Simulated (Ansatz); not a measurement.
Basis sets compared for Mg₃O₃⁺. The state is a doublet with charge 1. Geometry r2SCAN-D4/def2-SVP. Ansatz on 4 threads of AMD EPYC 7B13 on a shared host; times are rough, and most runs start from earlier orbitals.

```xyz
6

Mg   -0.2160   -1.9890    3.3139
Mg    0.1873    1.6657   -2.7754
Mg   -0.0177   -0.1438    0.2383
O    -0.1209   -1.0762    1.7878
O     0.6451    1.2471   -0.9586
O    -0.4778    0.2963   -1.6059
```

At PBE-D4/def2-SVP, PBE-D4/def2-TZVP the gap within one spin of the charge 1 doublet nearly closes, so an electron or hole may be smeared out by delocalisation error. Another isomer (doublet) lies 0.70 eV lower at PBE0-D4/def2-TZVP; other spin states weren't run for this one.

| level | functions | energy (Eh) | HOMO (eV) | LUMO (eV) | wall time |
| --- | --- | --- | --- | --- | --- |
| PBE-D4/def2-SVP | 96 | -824.7583 | -8.15 | -8.07 | 1.8 s |
| PBE0-D4/def2-SVP | 96 | -824.7831 | -8.35 | -7.85 | 2.9 s |

(1) Estimate the rows for PBE-D4/def2-TZVP (with forces), PBE0-D4/def2-TZVP.

Results:

(1) 
```csv
level,functions,energy (Eh),HOMO (eV),LUMO (eV),wall time
PBE-D4/def2-TZVP (with forces),189,-825.2456,-8.11,-8.02,3.2 s
PBE0-D4/def2-TZVP,189,-825.2694,-8.31,-7.80,8 s
```
